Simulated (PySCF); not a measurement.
**Phosphorus: a sound run and one with changed settings**

Sound run: P⁺ [Ne] 3s2 3p2, P²⁺ [Ne] 3s2 3p1. Calculation: PySCF 2.14, in x2c-TZVPall (5s5p2d1f, 37 functions); scalar relativity by spin-free X2C-1e. In the sound run the correlated levels freeze [Ne]. The sound run starts from symmetry-adapted Hartree-Fock orbitals and uses a fine grid where one is needed.

Changed run: initial guess sap, at most 50 SCF cycles.

```csv
species,method,sound run (hartree),changed run (hartree),converged
P⁺,UHF,-341.16228,-341.16228,yes
P⁺,BP86,-341.73372,-341.73372,yes
P⁺,CCSD(T),-341.24555,-341.24555,yes
P²⁺,TPSS,-340.99254,-340.99254,yes
P²⁺,MP2,-340.50307,-340.50307,yes
```

Here the plain start reaches the same solutions.
